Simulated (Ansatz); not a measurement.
Stretching the Si3–H4 bond in H4Si2 (SMILES [SiH][SiH3]) (multiplicity 1 held, fragments rigid). Energies count from the point at 1.489 Å.
Geometry at that point (charge 0, multiplicity 1):
```xyz
6

Si    -0.00339     1.03724     0.82595
H     -0.44387     1.86151    -0.37737
Si     0.02919    -0.89104    -0.59790
H      0.97945    -0.66055    -1.72119
H     -1.32622    -1.10029    -1.17841
H      0.42941    -2.14745     0.08431
```

Signs of static correlation in cc-pV(D+d)Z, from Ansatz (a program for electronic structure) runs.

```json
[
 {"R (Å)": "1.191", "T1 of restricted CCSD": "0.015", "⟨S²⟩ of UHF": "0.479", "largest double amplitude of restricted CCSD": "0.088"},
 {"R (Å)": "1.340", "T1 of restricted CCSD": "0.015", "⟨S²⟩ of UHF": "0.473", "largest double amplitude of restricted CCSD": "0.088"},
 {"R (Å)": "1.489", "T1 of restricted CCSD": "0.015", "⟨S²⟩ of UHF": "0.466", "largest double amplitude of restricted CCSD": "0.087"},
 {"R (Å)": "1.638", "T1 of restricted CCSD": "0.015", "⟨S²⟩ of UHF": "0.460", "largest double amplitude of restricted CCSD": "0.086"},
 {"R (Å)": "1.787", "T1 of restricted CCSD": "0.016", "⟨S²⟩ of UHF": "0.455", "largest double amplitude of restricted CCSD": "0.085"},
 {"R (Å)": "2.011", "T1 of restricted CCSD": "0.018", "⟨S²⟩ of UHF": "0.474", "largest double amplitude of restricted CCSD": "0.085"},
 {"R (Å)": "2.234", "T1 of restricted CCSD": "0.022", "⟨S²⟩ of UHF": "[?]", "largest double amplitude of restricted CCSD": "0.100"},
 {"R (Å)": "2.606", "T1 of restricted CCSD": "[?]", "⟨S²⟩ of UHF": "1.161", "largest double amplitude of restricted CCSD": "0.150"},
 {"R (Å)": "2.979", "T1 of restricted CCSD": "0.048", "⟨S²⟩ of UHF": "1.308", "largest double amplitude of restricted CCSD": "0.312"},
 {"R (Å)": "3.425", "T1 of restricted CCSD": "0.067", "⟨S²⟩ of UHF": "1.369", "largest double amplitude of restricted CCSD": "0.541"},
 {"R (Å)": "4.021", "T1 of restricted CCSD": "0.083", "⟨S²⟩ of UHF": "1.392", "largest double amplitude of restricted CCSD": "0.764"},
 {"R (Å)": "4.766", "T1 of restricted CCSD": "0.088", "⟨S²⟩ of UHF": "1.398", "largest double amplitude of restricted CCSD": "0.898"}
]
```

### Question
What belongs in the gaps?

### Answer

- 2.234, ⟨S²⟩ of UHF: 0.767
- 2.606, T1 of restricted CCSD: 0.032

Doubts at one or more of the structures used: a restricted determinant that unrestricted orbitals would lower (R-CCSD(T)/cc-pV(D+d)Z); other coupled-cluster roots lie near (R-CCSD(T)/cc-pV(D+d)Z); T1 above 0.05 (R-CCSD(T)/cc-pV(D+d)Z, U-CCSD(T)/cc-pV(D+d)Z); a spin-contaminated determinant (U-CCSD(T)/cc-pV(D+d)Z); the program's own flag: large difference (U-CCSD(T)/cc-pV(D+d)Z).
